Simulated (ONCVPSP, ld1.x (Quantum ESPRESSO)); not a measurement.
## Potentials for silicon (Si) compared

Generated with ld1.x 7.5 (TM, RRKJ, ultrasoft, PAW), atompaw 4.2 or ONCVPSP 4.0.1. The cutoff is in Ry: for ld1.x and atompaw files where the sum of valence levels is converged to 10 mRy in a Bessel basis, for ONCV files where the hardest occupied wave has 1 mHa per electron of residual kinetic energy. The error is the largest all-electron minus pseudo excitation energy over each file’s own four to seven test configurations (ionisations up to +4, promotions, holes and added fractions of an electron), all of which were solved. The labels leave out finer settings (local radius, basis sizes, second energies), which also bear on the numbers. Spin-polarised tests are not counted. The rows are a selection from randomly drawn settings: files with unsolved tests, undetermined cutoffs or missed reference levels are left out.

```csv
potential,cutoff (Ry),largest error (meV),bound ghosts
"ONCV, PBE, scalar-relativistic, rc 0.80/0.80 (sp), local smoothed, core correction yes, reference 2s2 2p6 3s2 3p0.5, qcut 18.9/14.6, projectors 2/2",324,+0.8,none
"ONCV, PBE, scalar-relativistic, rc 0.85/1.15 (sp), local smoothed, core correction yes, reference 2s2 2p6 3s2 3p1.5, qcut 10.8/9.8, projectors 2/2",100,+2.2,none
"ONCV, PBE, scalar-relativistic, rc 1.10/0.95/0.95 (spd), local smoothed, core correction no, reference 2s2 2p6 3s1.75 3p2.25, qcut 12.8/13.4/10.6, projectors 2/2/2",170,+476,none
```

(1) Fill in the row for Si: TM, PBEsol, scalar-relativistic, rc 1.25/1.75/1.90 (spd), local d, core correction yes, reference 3s2 3p0.5.

(2) Fill in the row for Si: ONCV, PBEsol, scalar-relativistic, rc 1.15/0.70/0.90 (spd), local smoothed, core correction no, reference 2s2 2p6 3s2, qcut 8.2/18.7/12.7, projectors 3/2/2.

(3) Fill in the row for Si: ultrasoft, PBE, fully relativistic, rc 1.75/2.20/1.84 (spd), local smoothed, core correction no, reference 3s2 3p1.

Results:

(1) cutoff 50 Ry, largest error +42 meV, bound ghosts: none.

(2) cutoff 285 Ry, largest error +2.7 meV, bound ghosts: none.

(3) cutoff 10 Ry, largest error +57 meV, bound ghosts: none.
